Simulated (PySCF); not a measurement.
Si(H)3(OMe) (CH6OSi), SMILES CO[SiH3]. Geometry optimised at B3LYP-D3(BJ)/def2-TZVP.

Computed equilibrium geometry at B3LYP-D3(BJ)/def2-TZVP (PySCF confirms it by a frequency run) as a Z-matrix, and its point group:
point group Cs.
```
O
C 1 1.4183
H 2 1.0897 1 108.09
H 2 1.0949 3 108.67 1 120.92
H 2 1.0949 3 108.67 4 118.16
Si 1 1.6455 2 123.34 3 180.00
H 6 1.4758 1 106.48 2 180.00
H 6 1.4857 7 110.32 1 120.45
H 6 1.4857 7 110.32 8 119.09
```
